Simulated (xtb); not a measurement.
xtb input (GFN2-xTB):

```bash
xtb mol.xyz --gfn 2 --sp --chrg -1 --uhf 0
```
mol.xyz:
```
3

Al     1.04668160     0.24044427     0.15282659
Cl    -0.52137777     1.19312956    -1.25033127
Cl    -0.27902580    -1.37699871     1.13346388
```

End of the output:

```
         :::::::::::::::::::::::::::::::::::::::::::::::::::::
         ::                     SUMMARY                     ::
         :::::::::::::::::::::::::::::::::::::::::::::::::::::
         :: total energy             -10.465046085494 Eh    ::
         :: gradient norm              0.017694844867 Eh/a0 ::
         :: HOMO-LUMO gap              2.136302304477 eV    ::
         ::.................................................::
         :: SCC energy               -10.468176789169 Eh    ::
         :: -> isotropic ES            0.128768683644 Eh    ::
         :: -> anisotropic ES         -0.006667458904 Eh    ::
         :: -> anisotropic XC          0.000182081141 Eh    ::
         :: -> dispersion             -0.002259085197 Eh    ::
         :: repulsion energy           0.003130703675 Eh    ::
         :: add. restraining           0.000000000000 Eh    ::
         :: total charge              -1.000000000000 e     ::
         :::::::::::::::::::::::::::::::::::::::::::::::::::::

           -------------------------------------------------
          |                Property Printout                |
           -------------------------------------------------

    * Orbital Energies and Occupations

         #    Occupation            Energy/Eh            Energy/eV
      -------------------------------------------------------------
         1        2.0000           -0.8546012             -23.2549
         2        2.0000           -0.8536129             -23.2280
         3        2.0000           -0.2621502              -7.1335
         4        2.0000           -0.2425010              -6.5988
         5        2.0000           -0.2403970              -6.5415
         6        2.0000           -0.2392650              -6.5107
         7        2.0000           -0.2374090              -6.4602
         8        2.0000           -0.2268979              -6.1742
         9        2.0000           -0.0968541              -2.6355 (HOMO)
        10                         -0.0183465              -0.4992 (LUMO)
        11                          0.0309209               0.8414
        12                          0.0368114               1.0017
Note: The following floating-point exceptions are signalling: IEEE_UNDERFLOW_FLAG IEEE_DENORMAL
normal termination of xtb
        13                          0.1120160               3.0481
        14                          0.1329273               3.6171
        15                          0.1676178               4.5611
        16                          0.2317773               6.3070
        17                          0.2429000               6.6096
        18                          0.2446743               6.6579
        19                          0.2451519               6.6709
        20                          0.2451770               6.6716
       ...                                ...                  ...
        27                          0.8047535              21.8985
      -------------------------------------------------------------
                  HL-Gap            0.0785077 Eh            2.1363 eV
             Fermi-level           -0.0576003 Eh           -1.5674 eV

     #   Z          covCN         q      C6AA      α(0)
     1  13 Al       1.500     0.091   216.861    36.370
     2  17 Cl       0.750    -0.545   117.171    16.558
     3  17 Cl       0.750    -0.545   117.171    16.558

 Mol. C6AA /au·bohr⁶  :       1263.704256
 Mol. C8AA /au·bohr⁸  :      76899.934367
 Mol. α(0) /au        :         69.485597

Wiberg/Mayer (AO) data.
largest (>0.10) Wiberg bond orders for each atom

 ---------------------------------------------------------------------------
     #   Z sym  total        # sym  WBO       # sym  WBO       # sym  WBO
 ---------------------------------------------------------------------------
     1  13 Al   1.686 --     3 Cl   0.843     2 Cl   0.843
     2  17 Cl   0.853 --     1 Al   0.843
     3  17 Cl   0.853 --     1 Al   0.843
 ---------------------------------------------------------------------------

Topologies differ in total number of bonds
Writing topology from bond orders to xtbtopo.mol

molecular dipole:
                 x           y           z       tot (Debye)
 q only:        1.004       0.231       0.147
   full:        0.618       0.142       0.090       1.628
molecular quadrupole (traceless):
                xx          xy          yy          xz          yz          zz
 q only:        5.666       0.817      -3.513      -0.903       8.934      -2.152
  q+dip:        5.741       0.641      -3.687      -1.254      10.389      -2.054
   full:        5.561       0.742      -3.489      -0.995       9.198      -2.072

           -------------------------------------------------
          | TOTAL ENERGY              -10.465046085494 Eh   |
          | GRADIENT NORM               0.017694844867 Eh/α |
          | HOMO-LUMO GAP               2.136302304477 eV   |
           -------------------------------------------------

------------------------------------------------------------------------
------------------------------------------------------------------------
 total:
 SCF:
```
